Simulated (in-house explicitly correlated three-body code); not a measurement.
The numbers below are computed, except where a source is named.
## Two electrons around a charge Z: errors of exchange and correlation functionals on the exact density

The exact non-relativistic ground state comes from a variational code in 260 exponentially correlated functions, the Kohn-Sham parts from inverting its density (past Z = 6 the correlation energy is taken as exact minus Hartree-Fock, equal to within microhartrees), and self-consistent runs (Hartree-Fock is restricted) from a B-spline radial code. Z may be fractional; the second electron is bound down to Z = 0.911.

Each entry is functional minus exact.

| Z | SCAN x (mEh) | SCAN c (mEh) | PW91 x (mEh) | PW91 c (mEh) | BLYP x (mEh) | BLYP c (mEh) |
| --- | --- | --- | --- | --- | --- | --- |
| 0.915 | -18.92 | +21.18 | -22.41 | +20.80 | -24.24 | +22.46 |
| 0.935 | -15.51 | +17.26 | -17.91 | +16.28 | -19.94 | +18.17 |
| 1.01 | ? | ? | ? | ? | ? | ? |
| 1.065 | -9.46 | +9.89 | -8.42 | +6.90 | -11.43 | +9.10 |
| 1.195 | -7.69 | +7.62 | -4.44 | +3.47 | -8.30 | +5.60 |
| 1.265 | -7.14 | +6.91 | -2.86 | +2.26 | -7.15 | +4.34 |
| 1.3 | ? | ? | ? | ? | ? | ? |
| 1.4 | -6.44 | +5.98 | -0.31 | +0.54 | -5.42 | +2.50 |
| 1.46 | -6.21 | +5.68 | +0.70 | -0.07 | -4.77 | +1.85 |
| 1.5 | -6.08 | +5.50 | +1.34 | -0.44 | -4.37 | +1.46 |
| 1.66 | -5.69 | +4.95 | +3.74 | -1.69 | -2.93 | +0.17 |
| 1.74 | -5.54 | +4.74 | +4.87 | -2.21 | -2.27 | -0.35 |

**Question.** What belongs in the row Z = 1.01?

**Answer.** SCAN x (mEh): -10.92; SCAN c (mEh): +11.70; PW91 x (mEh): -11.04; PW91 c (mEh): +9.38; BLYP x (mEh): -13.66; BLYP c (mEh): +11.55.

**Question.** What belongs in the row Z = 1.3?

**Answer.** SCAN x (mEh): -6.92; SCAN c (mEh): +6.62; PW91 x (mEh): -2.15; PW91 c (mEh): +1.75; BLYP x (mEh): -6.65; BLYP c (mEh): +3.80.

**Question.** How do the exchange errors scale with Z?

**Answer.** SCAN +6.22 % in the size of E_x at Z = 0.915 and +0.64 % at 1.74; PW91 +7.37 % in the size of E_x at Z = 0.915 and -0.56 % at 1.74; BLYP +7.97 % in the size of E_x at Z = 0.915 and +0.26 % at 1.74. Exchange scales linearly under uniform scaling of the density, so its relative error changes only with the density's shape.
